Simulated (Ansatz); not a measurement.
**Redistribution: SiH2(SiH3)Br + C4H11NSi → SiH2(NH2)(SiH3) + C4H9BrSi**

Species: SiH2(SiH3)Br, singlet; C4H11NSi `C=C[SiH](N)CC`, singlet; SiH2(NH2)(SiH3), singlet; C4H9BrSi `C=C[SiH](Br)CC`, singlet. The partners trade Br for NH2; both sit on Si, so the bond types are kept.

Shapes, held fixed at every level: PBE0-D4/def2-TZVP. Flexible molecules stand in one conformer, not always the lowest. Programs: Ansatz 0.2.0. Electronic energies: no zero-point or thermal term.

**Question.** Estimate ΔE of this reaction.

**Answer.** MP2/def2-TZVPP gives ΔE = -2.4 kJ/mol; the levels span -2.4 to +2.6. That is about zero within the method's error. They disagree on the sign: 5 of 8 are positive. The median of the levels is +0.1. No measured value is set beside it here. Relativity is left out for Br unless named. Correlated rows may include outer-core shells of Br, which these sets cover unevenly.

| level | kind | ΔE (kJ/mol) |
| --- | --- | --- |
| HF/def2-SVP | Hartree–Fock | +2.4 |
| HF/def2-TZVPP | Hartree–Fock | +2.6 |
| PBE0-D4/def2-TZVPP | global hybrid | -0.3 |
| r2SCAN0-D4/def2-TZVPP | global hybrid | +0.3 |
| wB97X-V/def2-TZVPP | range-separated hybrid | -0.3 |
| B2PLYP/def2-TZVPP | double hybrid | +0.1 |
| CCSD(T)/def2-SVP | coupled cluster or CI | +0.1 |
| MP2/def2-TZVPP | perturbation theory | -2.4 |
